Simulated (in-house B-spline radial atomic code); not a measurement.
How G0W0 and RPA depend on the start: the iodine ion I⁶⁺

Configuration [Kr] 4d10 5s1, highest spin. Computed with a B-spline radial code for spherical atoms: all electrons, scalar-relativistic (spin-free one-electron X2C), finite nucleus, each spin shell either full or empty, empty states to l = 9 with an (l + 1/2)⁻⁴ tail; G0W0 by contour deformation at full frequency.

```
            start  mean-field 5s up (eV)  G0W0 (eV)  QP weight  RPA correlation (Eh)
     Hartree-Fock                 -86.12     -88.11      0.983               -3.5276
         LDA VWN5                 -82.88     -88.61      0.971               -3.8027
              PBE                 -82.33     -88.53      0.972               -3.7974
             PBE0                 -83.47     -88.40      0.975               -3.7232
           r2SCAN                 -82.35     -88.47      0.973               -3.7486
            HSE06                 -83.14     -88.44      0.974               -3.7282
  B3LYP (VWN-RPA)                 -83.58     -88.48      0.974               -3.7393
             SCAN                 -82.64     -88.49      0.973               -3.7467
             TPSS                 -81.96     -88.52      0.972               -3.7835
        BHandHLYP                 -84.77     -88.34      0.978                -3.655
        CAM-B3LYP                 -85.33          ?          ?                     ?
          LC-wPBE                 -86.58          ?          ?                     ?
            wB97X                 -85.73     -88.29      0.979               -3.7012
           PBEsol                 -82.39     -88.55      0.972               -3.7993
             BLYP                 -82.51     -88.58      0.972               -3.7989
          r2SCAN0                 -83.58     -88.38      0.976               -3.6904
LDA exchange-only                 -81.65     -88.66      0.972               -3.8019
```

What G0W0 level, weight and RPA correlation energy follow from the LC-wPBE start?

G0W0 level -88.34 eV, weight 0.979, RPA correlation -3.7185 hartree.

What G0W0 level, weight and RPA correlation energy follow from the CAM-B3LYP start?

G0W0 level -88.41 eV, weight 0.977, RPA correlation -3.7126 hartree.

How much of the dependence on the start does G0W0 remove?

The mean-field levels span 4.94 eV and the G0W0 levels 0.55 eV. Against 87.61 ± 0.06 eV (NIST, semi-empirical) the G0W0 removal energies are off by +0.50 to +1.05 eV, with spin-orbit coupling, Breit and QED terms left out.
